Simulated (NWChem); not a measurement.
System: ammonium (NH4 cation); SMILES [NH4+]

```xyz
5

N      0.0000     0.0000     0.0000
H     -0.5910    -0.5910    -0.5910
H      0.5910     0.5910    -0.5910
H     -0.5910     0.5910     0.5910
H      0.5910    -0.5910     0.5910
```
Atoms are numbered in this order, from 1.

Level: PBE0-D3(BJ)/def2-TZVP (NWChem), optimised geometry, unscaled harmonic frequencies. 

| frequency (cm⁻¹) | IR intensity (km/mol) |
|---|---|
| 1481 | 160.8 |
| 1481 | 160.8 |
| 1481 | 160.8 |
| 1722 | 0.0 |
| 1722 | 0.0 |
| 3397 | 0.0 |
| 3507 | 185.7 |
| 3507 | 185.7 |
| 3507 | 185.7 |

The zero-point energy is 31.2 kcal/mol and the thermal correction to the enthalpy at 298.15 K (with zero-point energy) comes out as 33.5 kcal/mol. The heat capacity Cv is 6.3 cal/(mol K). The entropy at 298.15 K and 1 atm (symmetry number 12) comes out as 44.4 cal/(mol K).

Rigid rotor and harmonic oscillator.
